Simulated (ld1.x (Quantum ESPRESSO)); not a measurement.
## Pd (Z = 46), PAW: configuration errors across variants

Pd (Z = 46), PAW, made with ld1.x (Quantum ESPRESSO) 7.5 (PBEsol, scalar-relativistic). Core [Kr], reference 4d10 5s0. Waves: 5s (bound, empty): rcut 2.10, rcutus 2.90 bohr; 5s channel at 4.45 Ry: rcut 2.10, rcutus 2.90 bohr; 5p channel at -0.05 Ry: rcut 1.70, rcutus 2.35 bohr; 4d (bound): rcut 1.65, rcutus 1.95 bohr; 4d channel at 0.05 Ry: rcut 1.65, rcutus 1.95 bohr. Local part: all-electron potential smoothed inside 2.70 bohr (lloc = -1). Core correction: Bessel-smoothed model core inside 1.40 bohr. Augmentation charge: GAUSS, radius 1.85 bohr.

All-electron excitation energies from the reference (eV): (1) 4d9 5s0 9.120; (2) 4d8 5s0 29.938; (3) 4d7 5s0 64.286; (4) 4d9.5 5s0 3.236; (5) 4d9 5s1 1.511; (6) 4d8 5s1 13.664; (7) 4d6 5s0 113.610.

Errors AE − PS in meV (a dash: test not solved or not reliable):

```tsv
change	(1)	(2)	(3)	(4)	(5)	(6)	(7)	bound ghosts
base	-19	-159	-599	-2.7	-21	-118	-1565	none
core correction a·sin(br)/r model core, default radius (ld1.x builds one for every PAW set, though the input has nlcc=.false.)	-28	-205	-690	-4.4	-21	-134	-1681	none
core correction Bessel-smoothed model core inside 0.78 bohr	-19	-159	-599	-2.7	-21	-118	-1565	none
core correction Bessel-smoothed model core inside 1.10 bohr	-19	-159	-599	-2.7	-21	-118	-1565	none
core correction Bessel-smoothed model core inside 1.22 bohr	-19	-159	-599	-2.7	-21	-118	-1564	none
core correction Bessel-smoothed model core inside 1.86 bohr	-19	-159	-600	-2.7	-21	-120	-1569	none
core correction Bessel-smoothed model core inside 2.14 bohr	-19	-159	-602	-2.7	-21	-120	-1574	none
core correction Bessel-smoothed model core inside 2.34 bohr	-19	-160	-606	-2.7	-21	-120	-1587	none
```

**Question.** Give the same row for: core correction Bessel-smoothed model core inside 1.62 bohr.

**Answer.** -19, -159, -599, -2.7, -21, -119, -1566; bound ghosts: none.
